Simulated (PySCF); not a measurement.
Geometry:
```csv
atom,x (Å),y (Å),z (Å)
C1,2.393,-0.655,-0.111
Si2,1.259,0.004,1.271
Si3,-0.598,1.091,0.463
N4,-0.175,1.835,-1.038
O5,-1.798,0.052,0.085
Si6,-2.441,-1.310,-0.487
H7,3.278,-1.141,0.289
H8,1.869,-1.378,-0.731
H9,2.725,0.149,-0.762
H10,0.947,-1.138,2.149
H11,2.074,0.915,2.100
H12,-1.320,1.980,1.393
H13,-0.913,2.109,-1.667
H14,0.565,2.517,-1.059
H15,-2.324,-2.318,0.567
H16,-1.716,-1.726,-1.688
H17,-3.832,-0.973,-0.784
```

Geometry: GFN2-xTB; GIAO absolute shieldings from PySCF, gas phase, non-relativistic, averaged over equivalent atoms.

At wB97X/ANO-RCC-VDZP (151 basis functions, roughly 3 core-minutes):
| atoms | σ (ppm) |
| --- | --- |
| C1 | 202.3 |
| Si3 | 425.2 |
| Si6 | 464.1 |
| Si2 | 490.4 |
| N4 | 244.2 |
| O5 | 299.0 |
| H12 | 26.17 |
| H15/H16/H17 | 26.69 |
| H10 | 28.05 |
| H11 | 28.20 |
| H13/H14 | 31.58 |
| H7/H8/H9 | 31.69 |

Q: Predict the values at PBE0/pcSseg-1 on the same geometry.

A: 
```
      atoms  σ at PBE0/pcSseg-1  change
         C1               197.7    -4.6
        Si3               363.7   -61.5
        Si6               395.8   -68.3
        Si2               438.6   -51.8
         N4               244.2    +0.0
         O5               312.5   +13.5
        H12               25.86   -0.31
H15/H16/H17               26.55   -0.14
        H10               27.88   -0.17
        H11               28.05   -0.15
    H13/H14               31.41   -0.17
   H7/H8/H9               31.45   -0.24
```

The largest change is at Si6 (silicon bonded to O, 3 H). Cost: 178 basis functions, about 80 core-seconds.
